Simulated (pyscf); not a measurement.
# F–W(F)(F)(F)(F)–NH–SiH₃ (SMILES [F][W]([F])([F])([F])([F])[NH][SiH3]), singlet

Gas-phase minimum from PySCF at ωB97X-D3(BJ)/def2-SVP, one conformer. 

```
N
H 1 1.0204
Si 1 1.7882 2 114.89
H 3 1.4833 1 109.26 2 -122.95
H 3 1.4845 4 110.95 1 120.43
H 3 1.4876 4 110.59 5 123.09
W 1 1.9198 2 118.94 3 -179.52
F 7 1.8507 1 82.79 2 0.53
F 7 1.8535 8 169.44 2 1.15
F 7 1.8574 8 93.92 2 95.37
F 7 1.8576 8 94.24 2 -95.38
F 7 1.8768 8 87.76 2 -179.82
```

Properties at ωB97X-D3(BJ)/def2-SVP:

```
Property                                                                                                                                                                                                                                                                     Result
---------------------------------------------------------------------------------------------------------------------  ------------------------------------------------------------------------------------------------------------------------------------------------------------
Harmonic wavenumbers, unscaled                                                                                         47, 54, 127, 144, 165, 178, 226, 227, 275, 302, 306, 337, 576, 603, 662, 690, 705, 706, 722, 728, 752, 879, 964, 965, 978, 1127, 2283, 2298, 2305, 3606 cm⁻¹
Zero-point energy                                                                                                                                                                                                                                                     34.2 kcal/mol
Rotational symmetry number                                                                                                                                                                                                                                                        1
Entropy of this conformer at 298 K and 1 atm, rigid rotor and harmonic oscillator, modes under 100 cm⁻¹ raised to 100                                                                                                                                               432.8 J/(mol K)
Dipole moment                                                                                                                                                                                                                                                                4.01 D
```

Single-point totals, which compare only within one level:

```tsv
level	total energy (hartree)
ωB97X-D3(BJ)/def2-TZVP	-913.60624
PBE/def2-TZVP	-912.88449
r²SCAN/def2-TZVP	-913.31478
B3LYP-D3(BJ)/def2-TZVP	-913.57943
PBE0-D3(BJ)/def2-TZVP	-912.84072
M06-2X/def2-TZVP	-913.15294
ωB97M-D3(BJ)/def2-TZVP	-913.59263
```

The lowest mode is so soft that the shape along it may change with the basis. Soft torsions are taken as harmonic, which can shift the entropy by several J/(mol K). Elements past Kr carry the def2 core potentials, without spin-orbit coupling.
